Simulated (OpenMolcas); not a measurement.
# Ni4+, Pd4+, Pt4+: d6 down the group

```
Program             : OpenMolcas 26.06
Method              : CASSCF
Basis               : ANO-RCC-VQZP
Scalar Hamiltonian  : DKH2, point nucleus
Spin-orbit coupling : RASSI with atomic mean-field integrals over the reference wave functions, term energies averaged over their components
```

Active space for each ion: 6 electrons in 10 orbitals (d d).

Computed levels in cm-1 above 5D4:

| Level | Ni4+ | Pd4+ | Pt4+ |
| --- | --- | --- | --- |
| 5D3 | 817 | 1937 | 7337 |
| 5D2 | 1380 | 3023 | 6922 |
| 5D1 | 1740 | 3745 | 10842 |
| 5D0 | 1916 | 4088 | 11257 |
| 3H6 | 29049 | 22006 | 23506 |
| 3H5 | 29441 | 22509 | 23545 |
| 3F3(1) | 33586 | 25616 | 28000 |
| 3F2(1) | 33947 | 26508 | 29143 |
| 3P1(1) | 34043 | 28716 | 44853 |
| weight of 5D in the lowest level (%) | 100 | 98 | 83 |

Mixed levels, with the weight of the term that names them: Pt4+ 5D2 (66 %), Pt4+ 3H5 (54 %), Pt4+ 3F3(1) (52 %), Pt4+ 3F2(1) (72 %), Pt4+ 3P1(1) (68 %).

Measured, with the error of the calculation in %. Measured levels: Ni4+ from Corliss and Sugar, J. Phys. Chem. Ref. Data 10, 197 (1981).

```
 Level           Ni4+
   5D3     890 (-8.2)
   5D2    1490 (-7.4)
   5D1    1872 (-7.0)
   5D0    2058 (-6.9)
   3H6   27111 (+7.1)
   3H5   27578 (+6.8)
3F3(1)  29571 (+13.6)
3F2(1)  29899 (+13.5)
3P1(1)  28698 (+18.6)
```

The fine-structure level 5D0 changes by a factor of 5.88 from Ni4+ to Pt4+.

Without spin-orbit coupling 3H lies 28640, 21062, 19291 cm-1 above 5D in that order; the difference to the level 3H6, of either sign, comes from spin-orbit coupling, which also lowers the zero.

Without dynamic correlation excited terms often stand tens of per cent too high (terms of higher spin than the ground term too low), and those without a measured partner can miss by more than the paired ones. Active for correlation alone: 4d; no level in the range computed is led by a configuration that fills it, so any true level of that kind is missing (holds for Ni4+). Active for correlation alone: 5d; no level in the range computed is led by a configuration that fills it, so any true level of that kind is missing (holds for Pd4+). Active for correlation alone: 6d; no level in the range computed is led by a configuration that fills it, so any true level of that kind is missing (holds for Pt4+). Measured partners are found by configuration, term and J. A level has none where our copy of the source lacks it or the pairing is in doubt (some pairs that miss far off the trend of their configuration count as doubtful), and it then counts in no deviation. Levels of configurations outside the active space are missing.

A number in round brackets counts repeated terms of one configuration in the order of the reference energies.
